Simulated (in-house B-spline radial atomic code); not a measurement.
Sm8+: [Kr] 4d10 (4f5/2)3 (4f7/2)1 5s2 (5p3/2)2 (an excited or competing configuration)

Level of theory: Dirac-Hartree-Fock, average of the jj configuration, Fermi nucleus of rms radius 5.0819 fm; calculated with a B-spline radial code for spherical atoms.

Z_r = [3n² - l(l+1)]/(2<r>); Z_e = n√(-2ε); the last column is Slater's effective charge. Values are occupation-weighted means over j. An effective charge above Z reflects the relativistic contraction of the inner shells.

| shell | electrons | ε (eV) | <r> (bohr) | Z_r | Z_e | Slater |
| --- | --- | --- | --- | --- | --- | --- |
| 1s | 2 | -47235 | 0.02274 | 65.97 | 58.92 | 61.70 |
| 2s | 2 | -7938.9 | 0.0964 | 62.24 | 48.31 | 57.85 |
| 2p | 6 | -7109.4 | 0.08521 | 58.68 | 45.72 | 57.85 |
| 3s | 2 | -1887.5 | 0.2536 | 53.24 | 35.34 | 50.75 |
| 3p | 6 | -1620.1 | 0.252 | 49.61 | 32.74 | 50.75 |
| 3d | 10 | -1247.9 | 0.2305 | 45.56 | 28.73 | 40.85 |
| 4s | 2 | -496.11 | 0.5763 | 41.65 | 24.15 | 34.25 |
| 4p | 6 | -404.32 | 0.6086 | 37.79 | 21.81 | 34.25 |
| 4d | 10 | -270.2 | 0.6598 | 31.83 | 17.83 | 22.85 |
| 5s | 2 | -155.84 | 1.286 | 29.15 | 16.92 | 14.25 |
| 4f | 4 | -132.67 | 0.7781 | 23.13 | 12.49 | 14.95 |
| 5p | 2 | -129.31 | 1.428 | 25.56 | 15.41 | 14.25 |

The least bound orbital is 5p3/2 at -129.3 eV, and it is also the most diffuse (<r> = 1.428 bohr).

For the 1s electron the small component carries 5.31 % of the norm, the zero-frequency Breit interaction raises the level by 136 eV, self-energy by 80.75 eV, and vacuum polarisation lowers it by 12.77 eV.
